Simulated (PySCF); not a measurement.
Isomers of [C7H10N]+ (charge +1), one GFN2-xTB conformer each. Single-point energies are computed at PBE0/pcSseg-1 (PySCF, gas phase, no added dispersion term), electronic only.

| SMILES | GFN2-xTB relative energy (kJ/mol) |
| --- | --- |
| CCc1cc[nH+]cc1 | 31.3 |
| Cc1ccc[n+](C)c1 | 0.0 |

Conformers: `[CH3:1][CH2:2][c:3]1[cH:4][cH:5][nH+:6][cH:7][cH:8]1` (charge +1) with C1–C2–C3–C4 -89°.

Q: What does PBE0/pcSseg-1 give for the same structures?

A: 
```csv
SMILES,PBE0/pcSseg-1 E (Eh),PBE0/pcSseg-1 (kJ/mol),GFN2-xTB (kJ/mol),point group
CCc1cc[nH+]cc1,-326.85600,0.0,31.3,Cs
Cc1ccc[n+](C)c1,-326.85308,7.7,0.0,–
```

GFN2-xTB puts Cc1ccc[n+](C)c1 lowest instead. As drawn, the lower has an N–H bond, which the higher lacks. Neighbours under 21 kJ/mol apart (CCc1cc[nH+]cc1 and Cc1ccc[n+](C)c1) can change places with a better method, another conformer or zero-point energy.

Q: Which frontier levels and rotational constants go with these structures?

A: 
```json
{"SMILES": "CCc1cc[nH+]cc1", "HOMO (eV, PBE0/pcSseg-1)": "-13.14", "LUMO (eV)": "-6.58", "A, B, C (MHz)": "4607, 1482, 1238"}
{"SMILES": "Cc1ccc[n+](C)c1", "HOMO (eV, PBE0/pcSseg-1)": "-12.59", "LUMO (eV)": "-6.52", "A, B, C (MHz)": "3680, 1840, 1246"}
```
